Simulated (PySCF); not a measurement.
```xyz
3

B      0.0000     0.3367     0.0000
H     -1.0741    -0.1684     0.0000
H      1.0741    -0.1682     0.0000
```

Charge 0, multiplicity 2.

Q: Give the Mulliken and meta-Löwdin atomic charges from M06-2X/def2-TZVP // B3LYP-D3(BJ)/def2-TZVP in PySCF.

A: 
| atom | Mulliken (e) | meta-Löwdin (e) |
|---|---|---|
| B1 | -0.10 | -0.06 |
| H2 | 0.05 | 0.03 |
| H3 | 0.05 | 0.03 |
